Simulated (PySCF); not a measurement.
A calculated (UHF, PySCF 2.14, def2-SVP, the non-relativistic Hamiltonian (point nucleus)) atom or ion has these occupied shells.

| shell | electrons | orbital energy (eV) | rms radius, mean of both spins (bohr) |
| --- | --- | --- | --- |
| 1s α | 1 | -7702.1 | 0.0659 |
| 1s β | 1 | -7702.1 | 0.0659 |
| 2s α | 1 | -949.01 | 0.279 |
| 2s β | 1 | -947.30 | 0.279 |
| 2p α | 3 | -820.16 | 0.250 |
| 2p β | 3 | -818.48 | 0.250 |
| 3s α | 1 | -126.24 | 0.846 |
| 3s β | 1 | -121.45 | 0.846 |
| 3p α | 3 | -86.093 | 0.900 |
| 3p β | 3 | -80.275 | 0.900 |
| 3d α | 5 | -19.803 | 1.22 |
| 3d β | 3 | -17.495 | 1.22 |

(1) Name the element and its charge.

Answers

(1) Co⁺ (cobalt, charge +1), in [Ar] 3d8, high-spin 3F determinant.
